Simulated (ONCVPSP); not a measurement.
u(r) = r·R(r): atom against pseudo-atom (Mn (Z = 25))

Columns: radius, all-electron u(r) and pseudo u(r) of the 3p shell (level -54.59 eV) of manganese in the configuration [Ne] 3s2 3p6 3d5 4s2; revPBE, scalar-relativistic, ONCV scheme, ONCVPSP 4.0.1.

```tsv
r (bohr)	all-electron	pseudo
0.090	-0.4637	0.0428
0.180	-0.5541	0.1644
0.270	-0.2153	0.3452
0.360	0.2389	0.5564
0.450	0.6329	0.7646
0.540	0.9095	0.9393
0.630	1.0683	1.0593
0.720	1.1304	1.1164
0.810	1.1232	1.1150
0.900	1.0708	1.0680
0.990	0.9919	0.9915
1.080	0.9001	0.9000
1.170	0.8043	0.8042
1.260	0.7104	0.7103
1.350	0.6219	0.6218
1.440	0.5405	0.5405
1.530	0.4672	0.4671
1.620	0.4020	0.4020
1.710	0.3446	0.3446
1.800	0.2946	0.2945
1.890	0.2512	0.2511
1.980	0.2138	0.2137
2.070	0.1816	0.1816
2.160	0.1541	0.1541
2.250	0.1306	0.1306
2.340	0.1105	0.1105
```

Task: How many radial nodes do the two functions have?

Result: The all-electron 3p function has n − l − 1 = 1; the pseudo-wave has 0, since the states of the same l below it are removed with the core.

Task: At about which radius was the pseudo-wave matched?

Result: 1.15 bohr. The columns agree to 0.0005 from 0.99 bohr on; several derivatives are matched, so the curves merge somewhat inside the radius.

Task: Is the pseudo-wave norm-conserving?

Result: Yes: the ONCV scheme keeps the norm inside the radius equal to the all-electron one, which fixes the energy derivative of the logarithmic derivative at the level.
